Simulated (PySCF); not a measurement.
C₃H₅N, SMILES NCC#C at its B3LYP/def2-SVP optimised geometry (Å):

```
9

C      1.5853    -0.6092     0.0340
C      0.3747    -0.6028     0.0000
C     -1.0922    -0.6028     0.0000
N     -1.6396     0.7532     0.0000
H      2.6588    -0.6118     0.0510
H     -1.4275    -1.2412     0.8478
H     -1.4397    -1.1163    -0.9146
H     -1.3606     1.2412     0.8518
H     -2.6588     0.7102     0.0088
```

Method: B3LYP/def2-TZVP (PySCF).

Map of the Laplacian of the electron density (e/bohr⁵) on the plane z = 1.2 Å:

```
|0000000000000000000000000000000|
|0000000000000000000000000000000|
|0000000000000000000000000000000|
|0000000000000000000000000000000|
|0000000000000000000000000000000|
|0000000000000000000000000000000|
|0000000000000000000000000000000|
|0000000000000000000000000000000|
|0000000000000000000000000000000|
|0000000001221000000000000000000|
|0000000013675100000000000000000|
|0000000125898300000000000000000|
|0000000136787310000000000000000|
|0000000135776210000000000000000|
|0000000123553211111110000000000|
|0000000012343222222221100000000|
|0000000012455333333332210000000|
|0000000013687533333433210000000|
|0000000014657532333332110000000|
|0000000014756421111111100000000|
|0000000002554210001000000000000|
|0000000001221100000000000000000|
|0000000000000000000000000000000|
|0000000000000000000000000000000|
|0000000000000000000000000000000|
|0000000000000000000000000000000|
|0000000000000000000000000000000|
|0000000000000000000000000000000|
|0000000000000000000000000000000|
|0000000000000000000000000000000|
|0000000000000000000000000000000|
```
Scale: ten equal steps from 0.000 (start of '0') to 0.129 (end of '9'), in the order '0123456789'; x runs from -5.00 to 5.00, y from -5.00 (bottom) to 5.00 (top).
